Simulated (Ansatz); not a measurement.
`C[Se][SiH](F)Cl` and `C#C[SiH](F)Cl` differ in one atom or group.

Ansatz, PBE0-D4/def2-TZVP geometries, multiplicity 1. Each molecule was computed in one conformer, which needn't be the lowest.

Scalar relativity is left out up to krypton. Spin–orbit coupling is left out; it splits and shifts lone-pair levels of the heavy atoms by tenths of an eV.

| property | `C[Se][SiH](F)Cl` |
| --- | --- |
| LUMO energy (PBE0/def2-TZVPP) / eV | -0.69 |
| HOMO energy (PBE/def2-TZVPP) / eV | -5.95 |
| size of the dipole moment (PBE/def2-TZVPP) / D | 2.34 |
| HOMO–LUMO gap (B3LYP/def2-TZVPP) / eV | 5.97 |
| HOMO energy (PBE0/def2-TZVPP) / eV | -7.11 |
| HOMO energy (ωB97M-V/def2-TZVPP) / eV | -9.26 |

**Question.** What does the change do to each property? (An estimate is asked.)

**Answer.** Computed: 
| property | `C#C[SiH](F)Cl` | shift |
| --- | --- | --- |
| LUMO energy (PBE0/def2-TZVPP) / eV | -0.91 | -0.22 |
| HOMO energy (PBE/def2-TZVPP) / eV | -7.63 | -1.68 |
| size of the dipole moment (PBE/def2-TZVPP) / D | 1.90 | -0.44 |
| HOMO–LUMO gap (B3LYP/def2-TZVPP) / eV | 7.51 | 1.54 |
| HOMO energy (PBE0/def2-TZVPP) / eV | -8.89 | -1.78 |
| HOMO energy (ωB97M-V/def2-TZVPP) / eV | -11.14 | -1.88 |

With PBE0 the HOMO falls by 1.78 eV and the LUMO falls by 0.22 eV, so the gap widens by about 1.56 eV. PBE moves the HOMO by -1.68 eV and ωB97M-V by -1.88 eV. The zero-point energy changes by -50.1 kJ/mol with -6 modes. Dipoles are sizes alone; their direction can turn.

B3LYP here is the variant with VWN-RPA as its local correlation; programs differ in this.
